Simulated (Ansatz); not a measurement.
C₆H₃B (`C#CB(C#C)C#C`). The species carries charge 0 and has multiplicity 1. The geometry is a stationary point of PBE0-D4/def2-TZVP.

```xyz
10

C    -2.451    0.733   -0.928
C    -1.364    0.408   -0.517
B     0.000    0.000   -0.001
C     1.243    0.693   -0.516
C     2.235    1.245   -0.927
C     0.120   -1.101    1.032
C     0.216   -1.979    1.855
H    -3.411    1.020   -1.291
H     3.110    1.733   -1.289
H     0.301   -2.753    2.582
```

Problem. What is the dipole moment at PBE/def2-TZVPP? (An estimate is asked.)

Solution. The calculation gave: 0.00 D, zero by symmetry or nearly so.

Problem. Give the Mulliken charges with PBE, r2SCAN, ωB97M-V in def2-TZVPP. (Best estimate.)

Solution. Computed: 
```tsv
atom	PBE	r2SCAN	ωB97M-V
C1	-0.14	-0.10	-0.01
C2	-0.09	-0.19	-0.23
B3	0.05	0.14	0.00
C4	-0.09	-0.19	-0.23
C5	-0.14	-0.10	-0.01
C6	-0.09	-0.19	-0.23
C7	-0.14	-0.10	-0.01
H8	0.22	0.24	0.24
H9	0.22	0.24	0.24
H10	0.22	0.24	0.24
```
